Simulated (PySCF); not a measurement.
B3LYP has the VWN-RPA correlation part, as in Gaussian. Excitations are Tamm–Dancoff values on a coarser integration grid. The basis has no diffuse functions, so Rydberg states are missing or too high.

Cartesian coordinates (Å):
```xyz
15

C      1.9429    -0.2882    -0.4872
C      0.6083    -0.8269     0.0244
C     -0.5727    -0.0227    -0.4629
C     -1.8536     0.0041     0.3200
C     -0.9781     1.2296     0.2636
H      2.0945     0.7445    -0.1663
H      1.9780    -0.3032    -1.5791
H      2.7808    -0.8833    -0.1190
H      0.4897    -1.8710    -0.2828
H      0.6077    -0.8287     1.1192
H     -0.6784     0.0061    -1.5426
H     -2.7908     0.0199    -0.2197
H     -1.8847    -0.5508     1.2491
H     -0.4214     1.4922     1.1545
H     -1.3220     2.0785    -0.3117
```
Charge 0, spin multiplicity 1.

Q: What total energy, S1–T1 gap (TDA) and S1 oscillator strength does B3LYP-D3(BJ)/def2-TZVP (PySCF) give?

A: 
- total energy: -196.6201 Ha
- S1–T1 gap (TDA): 0.19 eV
- S1 oscillator strength: 0.017
